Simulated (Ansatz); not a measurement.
`[F][Hf]([F])([F])[SeH]` + CH₃NH₂ → `C[NH][Hf]([F])([F])[F]` + H₂Se at 400 K and 1 bar (ligand exchange at the Hf–Se bond).

Computed with Ansatz on PBE0-D4/def2-TZVP structures; ΔE is electronic, products minus reactants. CBS: MP2 limit from def2 TZ/QZ plus the TZ coupled-cluster correction, frozen cores. Elements past krypton have def2 core potentials. For Hf, Se outer-core shells are correlated without core-valence functions, which leaves a few kJ/mol of doubt a bond. Scalar relativity is left out up to krypton. Each species was taken in one conformer, which may not be the lowest.

```tsv
species	CCSD(T)/CBS energy (Eh)	H − E (kJ/mol)	S (J/(mol·K))
`[F][Hf]([F])([F])[SeH]`	-2748.87958	69.9	429.8
CH₃NH₂	-95.75281	185.4	256.0
`C[NH][Hf]([F])([F])[F]`	-442.72332	195.2	449.3
H₂Se	-2401.89790	49.4	229.5
```

H − E and S are ideal-gas, rigid-rotor, harmonic terms from PBE0-D4/def2-TZVP, for one conformer and one mirror image of each species. 1 Eh = 2625.50 kJ/mol, R = 8.31446 J/(mol·K).

Task: By hand: ΔE, ΔH, ΔS and ΔG.

Result: ΔE = (-442.72332) + (-2401.89790) − (-2748.87958) − (-95.75281) = 0.01117 Eh = 29.3 kJ/mol. Δ(H − E) = 195.2 + 49.4 − 69.9 − 185.4 = -10.7, so ΔH = 18.6 kJ/mol. ΔS = 449.3 + 229.5 − 429.8 − 256.0 = -7.0 J/(mol·K). ΔG = 18.6 − 400 × (-7.0)/1000 = 21.4 kJ/mol.

Task: By hand: the equilibrium constant, and the temperature at which ΔG would vanish if ΔH and ΔS stayed fixed.

Result: log₁₀ K = −ΔG/(RT ln 10) = -2.8. ΔH and −TΔS have one sign here, so there is no such temperature.

The number of gas molecules stays the same, so ΔS is small and ΔH decides. A doubt of 5 kJ/mol in ΔE shifts log₁₀ K by 0.7 here. Other conformers and mirror images would add mixing entropy, several J/(mol·K) or more a flexible species. Modes under 60 cm⁻¹, often nearly free rotors, make the harmonic entropy too high. These are equilibria of isolated gas molecules and say nothing of rates. Largest T1 diagnostic: 0.015 (customary marks: 0.02 for closed shells, 0.045 for open ones).

ΔS is within the doubt of such terms, so its sign, and with it that verdict, could turn.
